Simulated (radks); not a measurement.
All-electron atom: Ti4+ in [Ar]. All-electron calculation, non-relativistic Kohn-Sham, TASK exchange with Perdew-Wang LDA correlation, spin-polarised, spherical densities, point nucleus; meta-GGA in the generalised Kohn-Sham scheme. Program: a radial shooting solver on a logarithmic mesh with Libxc functionals.

Local quantities along the radius. ELF = 1/(1 + alpha^2) is the electron localisation function; alpha = (tau - tau_W)/tau_unif compares the Pauli kinetic energy density with that of the uniform gas (summed over spins).

```
   r/bohr * ELF (the largest magnitude, 1, reaches the edge; | marks zero)
 0.003256 |                                                      *
 0.003642 |                                                      *
 0.004107 |                                                      *
 0.004593 |                                                      *
 0.005179 |                                                      *
 0.005793 |                                                      *
 0.006531 |                                                      *
 0.007306 |                                                      *
 0.008237 |                                                      *
 0.009213 |                                                      *
  0.01039 |                                                      *
  0.01162 |                                                      *
   0.0131 |                                                      *
  0.01465 |                                                      *
  0.01652 |                                                      *
  0.01848 |                                                      *
  0.02083 |                                                      *
   0.0233 |                                                      *
  0.02628 |                                                      *
  0.02939 |                                                      *
  0.03314 |                                                      *
  0.03706 |                                                     *
  0.04179 |                                                     *
  0.04674 |                                                    *
   0.0527 |                                                  *
  0.05895 |                                                *
  0.06646 |                                          *
  0.07434 |                                  *
  0.08382 |                         *
  0.09375 |                  *
   0.1057 |              *
   0.1182 |              *
   0.1333 |                 *
   0.1491 |                      *
   0.1681 |                              *
    0.188 |                                     *
    0.212 |                                          *
   0.2371 |                                             *
   0.2674 |                                              *
   0.2991 |                                             *
   0.3372 |                                          *
   0.3771 |                                  *
   0.4252 |                   *
   0.4756 |        *
   0.5363 |     *
   0.5998 |        *
   0.6763 |                      *
   0.7564 |                                     *
   0.8529 |                                             *
    0.954 |                                                *
    1.076 |                                                *
    1.203 |                                               *
    1.356 |                                             *
    1.517 |                                         *
    1.711 |                                *
    1.913 |                     *
    2.157 |         *
    2.413 |  *
    2.721 |*
    3.043 *
    3.431 *
```

On this mesh the ELF has minima near r = 0.12, 0.54 bohr, which separate the shells, and maxima near 0.27 (0.85), 1.1 (0.89).
